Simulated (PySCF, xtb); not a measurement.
C4H6ClF, SMILES CC/C(Cl)=C\F.

GFN2-xTB run with xtb 6.7.1 at its own geometry gives an orbital gap of 4.62 eV and a dipole moment of 0.86 D.

Geometry: r2SCAN-D4/def2-SVP. The structure was generated by enumeration; whether it is a known compound was not checked. The values are those of a single conformer.

Question: What does B3LYP/def2-TZVP in PySCF give? (The exact figures need the calculation; the answer reports its results.)

Answer: gap 6.61 eV (levels -6.89 and -0.27 eV), dipole 0.57 D.
